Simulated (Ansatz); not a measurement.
Ansatz results at the PBE0-D4/def2-TZVP geometry: ideal-gas entropy at 298 K and 1 bar (rigid rotor, harmonic PBE0-D4/def2-TZVP) 292 J/(mol·K); HOMO energy (PBE/def2-TZVPP) -6.92 eV; size of the dipole moment (PBE/def2-TZVPP) 0.18 D.

Q: Which molecule gave them?
A. `O[SiH]1[S][Al]1[Cl]`
B. `C#C[SiH2]F`
C. `FC1=C[SiH2]1`
D. `FC#C[SiH3]`

A: D. The others give `FC1=C[SiH2]1`: 285, -6.87, 1.12; `O[SiH]1[S][Al]1[Cl]`: 361, -5.67, 1.33; `C#C[SiH2]F`: 299, -7.34, 1.57.
